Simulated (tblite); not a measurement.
C6H4NP.
Numbering: `[P:1]#[C:2][c:3]1[cH:4][cH:5][cH:6][n:7][cH:8]1` (hydrogens: H9 on C4; H10 on C5; H11 on C6; H12 on C8)

Calculated harmonic vibrations of the isolated species, GFN2-xTB (tblite), most abundant isotopes, no scaling. Against measured fundamentals such values can be off by several per cent, at times by over 20.

Harmonic wavenumbers (cm⁻¹): 95.1, 97.2, 265.6, 361.0, 396.9, 447.6, 488.1, 598.5, 677.7, 740.5, 775.0, 887.9, 905.3, 921.2, 993.8, 1091.0, 1133.7, 1162.7, 1194.7, 1261.3, 1269.6, 1383.2, 1427.1, 1539.8, 1555.4, 1720.8, 3058.5, 3065.4, 3074.8, 3094.1.

A = 5925, B = 954.5, C = 822.1 MHz; mass 121.008 u (most abundant isotopes); point group Cs, symmetry number 1.

Question: Zero-point energy?

Answer: ½Σν̃ = 17842 cm⁻¹ = 51.01 kcal/mol.

Question: What is S at 200 K and 1 bar for an ideal gas of classical rigid rotors and harmonic oscillators?

Answer: Translation 38.33, rotation 27.44, vibration 8.60: S = 74.4 cal/(mol K).

Question: And Cp and H(200 K) − H(0)?

Answer: Cp = 19.19 cal/(mol K), of which vibrations give 11.24 (their classical limit is 30 R = 59.6); H(200 K) − H(0) = 2.60 kcal/mol without the zero-point energy, 1.01 from vibrations.

Question: Blend soft modes into free rotors: weight 1/[1 + (100 cm⁻¹/ν̃)⁴] for the oscillator and the rest for a rotor with moment μB/(μ + B), μ = h/(8π²ν), B = 10⁻⁴⁴ kg m². What vibrational entropy results?

Answer: 8.34 cal/(mol K) in place of 8.60, which changes −T·S at 200 K by +0.05 kcal/mol.

Question: Which modes carry the vibrational entropy at 200 K?

Answer: 95.1 cm⁻¹: 2.78; 97.2 cm⁻¹: 2.74; 265.6 cm⁻¹: 0.98; 361.0 cm⁻¹: 0.57; 396.9 cm⁻¹: 0.46; 447.6 cm⁻¹: 0.35 cal/(mol K); the other 24 give 0.73 together.

Question: How do the functions run with temperature in this model?

Answer: 
```json
{"T (K)": "100", "S (cal/(mol K))": "63.6", "Cp (cal/(mol K))": "12.8", "H − H(0) (kcal/mol)": "1.01", "G − H(0) (kcal/mol)": "-5.35", "ln q(vib)": "0.61"}
{"T (K)": "300", "S (cal/(mol K))": "83.5", "Cp (cal/(mol K))": "26.3", "H − H(0) (kcal/mol)": "4.87", "G − H(0) (kcal/mol)": "-20.18", "ln q(vib)": "3.13"}
{"T (K)": "500", "S (cal/(mol K))": "100.0", "Cp (cal/(mol K))": "38.6", "H − H(0) (kcal/mol)": "11.43", "G − H(0) (kcal/mol)": "-38.56", "ln q(vib)": "6.04"}
{"T (K)": "800", "S (cal/(mol K))": "120.7", "Cp (cal/(mol K))": "49.5", "H − H(0) (kcal/mol)": "24.81", "G − H(0) (kcal/mol)": "-71.78", "ln q(vib)": "10.51"}
{"T (K)": "1000", "S (cal/(mol K))": "132.3", "Cp (cal/(mol K))": "53.8", "H − H(0) (kcal/mol)": "35.17", "G − H(0) (kcal/mol)": "-97.10", "ln q(vib)": "13.33"}
```

q(vib) and H(0) count from the zero-point level.

Question: What must be added to the electronic energy to get the Gibbs energy at 200 K and 1 bar?

Answer: ZPE + [H(200 K) − H(0)] − T·S = 51.01 + 2.60 − 14.87 = 38.74 kcal/mol.

Hindered rotation and anharmonicity are outside this model.

The run took 0.31 s of wall time on an Intel Xeon Platinum 8488C with one thread, shared host with 192 logical CPUs at a one-minute load of 8.4. The figure is for the frequency step alone.
